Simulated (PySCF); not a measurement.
PySCF input file for Al(Et)(OH)(OMe) (C3H9AlO2), SMILES C[CH2][Al]([OH])[O]C, B3LYP-D3(BJ)/def2-SVP. Geometry: B3LYP-D3(BJ)/def2-SVP. The values are those of a single conformer.

```python
import numpy as np
from pyscf import gto, scf, dft, df
from pyscf.hessian import thermo

mol = gto.M(
    atom='''
    Al   -0.06773180    0.08113747    0.06263035
    C     1.80993169   -0.31830064   -0.26542127
    C     2.82771219    0.62255726    0.39755708
    H     1.95596579   -0.33746278   -1.36169066
    H     1.98414976   -1.36351717    0.05200400
    H     2.72290975    0.62783580    1.49455789
    H     2.69539568    1.66482594    0.06494589
    H     3.86800536    0.33426856    0.16833662
    O    -0.46719282    1.41435224    1.05098573
    H    -1.34153690    1.72638861    1.29687704
    O    -1.26130315   -0.90488789   -0.64109103
    C    -2.64343859   -1.05078086   -0.72351608
    H    -2.95936195   -2.03953387   -0.34132877
    H    -3.19653174   -0.28271557   -0.14570850
    H    -2.98574641   -0.98144616   -1.77306419
    ''',
    basis='def2-SVP',
    charge=0,
    spin=0,
    max_memory=1600,
    verbose=3,
)
mf = dft.RKS(mol, xc='b3lyp').density_fit(auxbasis='def2-universal-jkfit')
mf.disp = 'd3bj'
mf.grids.level = 3
mf.conv_tol = 1e-11
mf.max_cycle = 100
mf.kernel()

# analytic Hessian; the response equations are solved on a coarser grid
h, args, fine = mf.Hessian(), (mf.mo_energy, mf.mo_coeff, mf.mo_occ), mf.grids
h.max_memory = max(150, 2.5e-5 * df.make_auxmol(mol, mf.with_df.auxbasis).nao * mol.nelec[0] * (mol.nelec[0] + mol.nao))  # MB; small integral blocks
h1ao = h.make_h1(mf.mo_coeff, mf.mo_occ)
mf.grids = dft.Grids(mol).set(level=1).build(with_non0tab=True)
mo1, mo_e1 = h.solve_mo1(*args, h1ao)
mf.grids = fine
hess = h.hess_elec(*args, mo1, mo_e1, h1ao) + h.hess_nuc()
if mf.do_disp():
    hess += h.get_dispersion()
for i in range(mol.natm):  # the analytic DFT Hessian lacks the response of the grid: restore translational invariance
    hess[i, i] -= hess[i].sum(axis=0)
hess = (hess + hess.transpose(1, 0, 3, 2)) / 2
vib = thermo.harmonic_analysis(mol, hess, imaginary_freq=False)
thermo.dump_normal_mode(mol, vib)
th = thermo.thermo(mf, vib['freq_au'][vib['freq_au'] > 0], 298.15, 101325)
thermo.dump_thermo(mol, th)
g0 = mf.nuc_grad_method().set(verbose=0).kernel()

# dipole derivatives [dipole axis, atom, xyz] from the same response
r, irp = mol.intor('int1e_r'), mol.intor('int1e_irp').reshape(3, 3, mol.nao, mol.nao)
sl, dm0, ok = mol.aoslice_by_atom(), np.array(mf.make_rdm1()), []
dmu = np.einsum('a,xt->xat', mol.atom_charges(), np.eye(3))
for a, (_, _, p0, p1) in enumerate(sl):
    dmu[:, a] += 2 * np.einsum('xtij,ij->xt', irp[:, :, :, p0:p1], dm0.reshape(-1, mol.nao, mol.nao).sum(0)[:, p0:p1])
    for u, c, occ, f in [(mo1, mf.mo_coeff, mf.mo_occ, 4)]:
        dmu[:, a] -= f * np.einsum('tui,xuv,vi->xt', u[a], r, c[:, occ > 0], optimize=True)
L = vib['norm_mode']
ir = 974.8801 * (np.einsum('xat,kat->kx', dmu, L) ** 2).sum(1)       # km/mol
apt = np.einsum('xax->a', dmu) / 3
print('mode   freq/cm-1   IR/(km/mol)')
for k, w in enumerate(vib['freq_wavenumber']):
    print(f'{k + 1:4d} {w:11.2f} {ir[k]:13.3f}')
print('max |gradient| / (hartree/bohr):', abs(g0).max())
print('APT charges:', apt.round(4))
```

Log of the run:

```
converged SCF energy = -512.476474355806

WARN: DFTD3 does not support analytical Hessian, using finite difference


WARN: Mole.unit (angstrom) is changed to Bohr

Mode                                 0                   1                   2
Irrep
Freq [cm^-1]                        6.8905             67.6700             77.6177
Reduced mass [au]                   1.9893              1.0983              3.0986
Force const [Dyne/A]                0.0001              0.0030              0.0110
Char temp [K]                       9.9139             97.3620            111.6747
Normal mode                   x     y     z       x     y     z       x     y     z
       0  Al                 0.00 -0.02  0.03   -0.00  0.01 -0.02    0.02 -0.05 -0.04
       1   C                 0.00 -0.06  0.09    0.00 -0.02  0.02    0.04  0.01  0.01
       2   C                -0.00  0.08 -0.11    0.00 -0.01  0.01   -0.04  0.07  0.05
       3   H                -0.00 -0.30  0.09    0.02 -0.06  0.03    0.09  0.02  0.01
       4   H                 0.01  0.00  0.31   -0.02 -0.01  0.06    0.09  0.02  0.01
       5   H                -0.01  0.33 -0.11   -0.03  0.03  0.01   -0.09  0.06  0.05
       6   H                 0.00  0.01 -0.35    0.03 -0.02 -0.03   -0.09  0.06  0.05
       7   H                -0.00  0.03 -0.04    0.00 -0.04  0.05   -0.01  0.13  0.10
       8   O                 0.00 -0.03  0.05   -0.00  0.01 -0.02   -0.02 -0.06 -0.04
       9   H                 0.00 -0.02  0.03   -0.00  0.04 -0.05   -0.02 -0.07 -0.06
      10   O                -0.00  0.02 -0.02   -0.00  0.02 -0.03    0.01 -0.05 -0.04
      11   C                -0.00  0.04 -0.06    0.00 -0.03  0.04   -0.03  0.13  0.09
      12   H                -0.02  0.04 -0.08    0.12 -0.25 -0.42   -0.12  0.17  0.13
      13   H                -0.00  0.04 -0.05    0.01 -0.36  0.49    0.13  0.20  0.15
      14   H                 0.02  0.07 -0.06   -0.12  0.47  0.11   -0.12  0.17  0.13
[...]
Force const [Dyne/A]                1.3230              1.3291              1.3336
Char temp [K]                    2054.4216           2118.1601           2119.2237
Normal mode                   x     y     z       x     y     z       x     y     z
       0  Al                -0.00  0.00  0.00   -0.00  0.00 -0.00   -0.00  0.00  0.00
       1   C                 0.02  0.06  0.04    0.00 -0.00  0.00    0.02 -0.01 -0.01
       2   C                -0.04 -0.02 -0.01    0.00  0.00 -0.00    0.04 -0.02 -0.02
       3   H                 0.02 -0.64  0.04   -0.00 -0.00 -0.00   -0.03  0.01 -0.01
       4   H                 0.01 -0.16 -0.62    0.00  0.00  0.00   -0.03 -0.01  0.01
       5   H                 0.13  0.12  0.01    0.00  0.00  0.00   -0.26  0.57 -0.04
       6   H                 0.13  0.05  0.11   -0.00 -0.00  0.00   -0.25  0.13  0.56
       7   H                 0.00  0.07  0.05    0.00 -0.00  0.00   -0.12 -0.32 -0.24
       8   O                -0.00  0.00  0.00   -0.00  0.00 -0.00   -0.00 -0.00 -0.00
       9   H                 0.00  0.00  0.00    0.00 -0.00  0.00   -0.00 -0.00 -0.00
      10   O                -0.00 -0.00 -0.00   -0.00  0.01 -0.01    0.00  0.00  0.00
      11   C                 0.00  0.00  0.00   -0.00  0.03 -0.04    0.00 -0.00 -0.00
      12   H                -0.00  0.00  0.00   -0.36  0.23  0.24   -0.00  0.00  0.01
      13   H                -0.01 -0.00 -0.00    0.01 -0.41  0.56   -0.01 -0.01 -0.00
      14   H                -0.00  0.00  0.00    0.37 -0.29 -0.16   -0.00  0.01  0.00
Mode                                27                  28                  29
Irrep
Freq [cm^-1]                     1479.0477           1480.4302           1487.2659
Reduced mass [au]                   1.0463              1.0358              1.1343
Force const [Dyne/A]                1.3485              1.3375              1.4783
Char temp [K]                    2128.0204           2130.0094           2139.8445
Normal mode                   x     y     z       x     y     z       x     y     z
       0  Al                 0.00  0.00  0.00   -0.00  0.00 -0.00   -0.00 -0.01 -0.00
       1   C                -0.00  0.00  0.00   -0.00  0.01 -0.01    0.00  0.00  0.00
       2   C                -0.00  0.00  0.00   -0.00  0.03 -0.04   -0.00 -0.00 -0.00
       3   H                 0.00  0.00  0.00   -0.04 -0.03 -0.02   -0.00  0.01 -0.00
       4   H                 0.00  0.00  0.00    0.04  0.03  0.02   -0.00  0.00  0.01
       5   H                 0.00 -0.01  0.00    0.49 -0.02  0.03    0.01 -0.01 -0.00
       6   H                 0.00 -0.00 -0.01   -0.49 -0.03  0.05    0.01 -0.00 -0.01
       7   H                 0.00  0.00  0.00    0.01 -0.40  0.55    0.00  0.01  0.01
       8   O                -0.00 -0.00 -0.00    0.00 -0.00  0.00   -0.00  0.00  0.00
       9   H                 0.00  0.00  0.00    0.00 -0.00  0.00    0.00  0.01  0.00
      10   O                -0.01 -0.01 -0.01    0.00 -0.00  0.00    0.03  0.01  0.00
      11   C                -0.01 -0.04 -0.03   -0.00 -0.00  0.00    0.09  0.00  0.00
      12   H                 0.23  0.15  0.60    0.00 -0.00 -0.00   -0.46  0.17  0.02
      13   H                -0.22 -0.12 -0.08    0.00  0.00 -0.00   -0.53 -0.26 -0.19
      14   H                 0.22  0.62 -0.04   -0.00  0.00  0.00   -0.46  0.06  0.17
Mode                                30                  31                  32
Irrep
Freq [cm^-1]                     2962.8541           3010.0844           3018.1430
Reduced mass [au]                   1.0363              1.0595              1.0396
Force const [Dyne/A]                5.3596              5.6562              5.5794
Char temp [K]                    4262.8874           4330.8412           4342.4359
Normal mode                   x     y     z       x     y     z       x     y     z
       0  Al                -0.00 -0.00 -0.00   -0.00 -0.00 -0.00   -0.00  0.00  0.00
       1   C                 0.00  0.00  0.00    0.02 -0.05 -0.04    0.00 -0.01 -0.01
       2   C                 0.00  0.00  0.00   -0.01 -0.00 -0.00    0.04  0.02  0.02
       3   H                 0.00  0.00 -0.00   -0.08 -0.01  0.65   -0.02 -0.00  0.17
       4   H                 0.00 -0.00  0.00   -0.10  0.62 -0.21   -0.03  0.16 -0.05
       5   H                 0.00  0.00 -0.01   -0.01 -0.00  0.08    0.06  0.00 -0.48
       6   H                 0.00 -0.01  0.00   -0.02  0.08 -0.03    0.07 -0.45  0.15
       7   H                -0.01  0.00  0.00    0.21 -0.06 -0.05   -0.61  0.19  0.15
       8   O                 0.00  0.00  0.00    0.00  0.00  0.00    0.00 -0.00 -0.00
       9   H                -0.00  0.00  0.00   -0.00 -0.00 -0.00    0.00 -0.00 -0.00
      10   O                 0.00  0.00  0.00    0.00  0.00  0.00    0.00  0.00  0.00
      11   C                 0.05 -0.02 -0.01    0.00  0.00 -0.00   -0.00  0.00  0.00
      12   H                -0.11 -0.39  0.14   -0.00 -0.00  0.00   -0.00 -0.00  0.00
      13   H                -0.37  0.54  0.41   -0.00  0.00  0.00    0.01 -0.01 -0.01
      14   H                -0.12  0.02 -0.41   -0.00  0.00 -0.00   -0.00  0.00 -0.00
Mode                                33                  34                  35
Irrep
Freq [cm^-1]                     3029.1939           3046.9760           3047.5978
Reduced mass [au]                   1.0991              1.0992              1.1058
Force const [Dyne/A]                5.9423              6.0128              6.0512
Char temp [K]                    4358.3355           4383.9201           4384.8148
Normal mode                   x     y     z       x     y     z       x     y     z
       0  Al                -0.00 -0.00 -0.00    0.00 -0.00  0.00    0.00 -0.00  0.00
       1   C                -0.00  0.00  0.00    0.00 -0.05  0.07   -0.00  0.00 -0.00
       2   C                -0.00 -0.00 -0.00   -0.00  0.01 -0.01   -0.00 -0.00  0.00
       3   H                 0.00  0.00 -0.00    0.10 -0.02 -0.66   -0.00  0.00  0.01
       4   H                 0.00 -0.00  0.00   -0.11  0.62 -0.18    0.00 -0.01  0.00
       5   H                -0.00 -0.00  0.01   -0.01  0.00  0.11    0.00 -0.00 -0.00
       6   H                -0.00  0.01 -0.00    0.02 -0.11  0.03   -0.00  0.00 -0.00
       7   H                 0.01 -0.00 -0.00    0.00  0.00 -0.00    0.00 -0.00  0.00
       8   O                 0.00  0.00  0.00    0.00 -0.00  0.00   -0.00  0.00 -0.00
       9   H                -0.00 -0.00 -0.00    0.00 -0.00  0.00    0.00 -0.00  0.00
      10   O                 0.00 -0.00 -0.00   -0.00  0.00 -0.00   -0.00  0.00 -0.00
      11   C                 0.00  0.07  0.05    0.00 -0.00  0.00    0.00 -0.05  0.07
      12   H                -0.14 -0.47  0.21    0.00  0.01 -0.00    0.18  0.61 -0.22
      13   H                 0.27 -0.40 -0.30    0.00 -0.00  0.00   -0.00 -0.01  0.02
      14   H                -0.16  0.06 -0.51   -0.00  0.00 -0.01   -0.19  0.03 -0.64
Mode                                36                  37                  38
Irrep
Freq [cm^-1]                     3088.6869           3103.8168           3932.1755
Reduced mass [au]                   1.1021              1.1029              1.0682
Force const [Dyne/A]                6.1949              6.2601              9.7313
Char temp [K]                    4443.9328           4465.7013           5657.5251
Normal mode                   x     y     z       x     y     z       x     y     z
       0  Al                -0.00 -0.00 -0.00    0.00 -0.00  0.00    0.00  0.00  0.00
       1   C                 0.00 -0.00 -0.00    0.00 -0.01  0.01   -0.00 -0.00 -0.00
       2   C                 0.06 -0.05 -0.04    0.00 -0.05  0.07   -0.00 -0.00  0.00
       3   H                -0.01  0.00  0.06    0.02 -0.00 -0.11    0.00 -0.00  0.00
       4   H                -0.01  0.06 -0.02   -0.02  0.11 -0.03    0.00 -0.00 -0.00
       5   H                -0.04 -0.01  0.47    0.07 -0.01 -0.66    0.00  0.00  0.00
       6   H                -0.05  0.45 -0.16   -0.09  0.62 -0.19    0.00  0.00 -0.00
       7   H                -0.62  0.18  0.14    0.00 -0.01  0.01   -0.00  0.00  0.00
       8   O                 0.00  0.00  0.00   -0.00  0.00 -0.00    0.05 -0.02 -0.02
       9   H                 0.00  0.00  0.00   -0.00 -0.00  0.00   -0.87  0.33  0.26
      10   O                -0.00  0.00  0.00   -0.00  0.00 -0.00    0.00  0.00  0.00
      11   C                -0.00 -0.00 -0.00    0.00 -0.00  0.00   -0.00  0.00  0.00
      12   H                 0.00  0.00 -0.00    0.00  0.00 -0.00    0.00  0.00 -0.00
      13   H                -0.00  0.00  0.00    0.00 -0.00  0.00    0.00 -0.00 -0.00
      14   H                 0.00 -0.00  0.00   -0.00  0.00 -0.00    0.00 -0.00  0.00
temperature 298.1500 [K]
pressure 101325.00 [Pa]
Rotational constants [GHz] 5.45038 1.45049 1.17060
Symmetry number 1
Zero-point energy (ZPE) 0.11956 [Eh]   313908.949 [J/mol]
                           tot       elec      trans        rot        vib
Entropy [J/mol/K]       429.028      0.000    166.679    116.912    145.437
Cv [J/mol/K]            133.077      0.000     12.472     12.472    108.134
Cp [J/mol/K]            141.392      0.000     20.786     12.472    108.134
Internal energy [J/mol]                      3718.434   3718.434 332948.790
Internal energy [Eh]   -512.34683  -512.47647
Enthalpy [J/mol]                             6197.391   3718.434 332948.790
Enthalpy [Eh]          -512.34588
Gibbs free energy [J/mol]                  -43498.060 -31138.855 289586.727
Gibbs free energy [Eh] -512.39460
mode   freq/cm-1   IR/(km/mol)
   1        6.89         0.004
   2       67.67         0.000
   3       77.62         1.889
   4       86.29         1.127
   5      114.38         2.483
   6      174.79         2.167
   7      248.16        36.064
   8      267.31         7.870
   9      299.49        19.370
  10      347.83       165.988
  11      534.34       135.728
  12      555.77        29.295
  13      607.05        32.668
  14      738.62       104.884
  15      882.54       120.453
  16      930.27         2.821
  17      962.18         6.344
  18     1035.04        26.876
  19     1179.74        55.137
  20     1189.40         0.517
  21     1225.79         6.620
  22     1241.65         2.193
  23     1248.82       365.653
  24     1400.54         4.027
  25     1427.89         3.478
  26     1472.19         0.632
  27     1472.93         3.634
  28     1479.05         1.636
  29     1480.43         4.724
  30     1487.27        24.737
  31     2962.85       119.782
  32     3010.08        24.938
  33     3018.14        37.719
  34     3029.19        70.223
  35     3046.98         9.520
  36     3047.60        48.970
  37     3088.69        30.550
  38     3103.82        28.318
  39     3932.18        62.977
max |gradient| / (hartree/bohr): 6.389927863712262e-05
APT charges: [ 1.5544 -0.2696  0.118  -0.0259 -0.026  -0.0229 -0.0232 -0.062  -0.8748
  0.2934 -1.0997  0.6941 -0.0808 -0.0942 -0.0809]
```

Self-consistency was reached.

Cost: roughly 4 core-minutes.
